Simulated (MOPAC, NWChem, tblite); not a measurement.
# A ladder of methods for C3H4BF (SMILES C#CB(C)F)

C3H4BF: 9 atoms, total charge 0, spin state singlet. SMILES: `C#CB(C)F`. The shape is that of a PBE0-D4/def2-TZVP optimisation.

Quantity: the dipole moment, in D. The values are calculated.

```csv
level,kind,program,value (D),CPU time
PM3,semi-empirical,MOPAC,1.68,under 2 s
PM6,semi-empirical,MOPAC,1.74,under 2 s
PM7,semi-empirical,MOPAC,1.85,under 2 s
GFN1-xTB,semi-empirical,tblite,1.93,under 2 s
HF/def2-SVP,Hartree–Fock,NWChem,1.81,19 s
SVWN5/def2-SVP,LDA,NWChem,1.53,18 s
PBE/6-31G,GGA,NWChem,1.70,33 s
BLYP/6-31G* (spherical functions),GGA,NWChem,1.32,52 s
TPSSh/STO-3G,hybrid meta-GGA,NWChem,0.14,23 s
PBE0/def2-SVP,global hybrid,NWChem,1.59,24 s
```

The values span 0.14 to 1.93 D. Magnitudes only. Sets without polarisation functions give poor dipoles. Without the sets that lack polarisation functions the rows with a basis span only 1.32 to 1.81 D. Times are those of the runs behind each value, whatever else they computed, on shared processors of several kinds: orders of magnitude only.
